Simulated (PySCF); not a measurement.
## How methods differ on the excitation energy of P²⁺

P²⁺ [Ne] 3s2 3p1 (2P) → P²⁺ [Ne] 3s1 3p1 3d1 (high-spin determinant), as a difference of total energies. Calculation: PySCF 2.14, in aug-cc-pwCVTZ; the non-relativistic Hamiltonian (point nucleus). Correlated levels: valence and next inner shell: 1s2 frozen. The calculations carry no spin-orbit coupling.

```json
{"method": "UHF", "excitation energy (cm⁻¹)": "157430"}
{"method": "MP2 (valence and next inner shell)", "excitation energy (cm⁻¹)": "165940"}
{"method": "SCS-MP2 (valence and next inner shell)", "excitation energy (cm⁻¹)": "169280"}
{"method": "CCSD (valence and next inner shell)", "excitation energy (cm⁻¹)": "161810"}
{"method": "CCSD(T) (valence and next inner shell)", "excitation energy (cm⁻¹)": "157610"}
```

A first-order spin-orbit estimate (lowest level to lowest level, LS coupling) adds 0.010 eV.

The promoted electron is Rydberg-like, and one or two diffuse shells describe it only roughly, which tends to raise the upper state.

The coupled-cluster amplitudes are large for the upper state (T1 above 0.03 or a double amplitude above 0.15), so a single reference is strained.

The determinant of the upper state mixes LS terms, which raises its energy above the lowest term, most at the Hartree-Fock and MP2 levels.
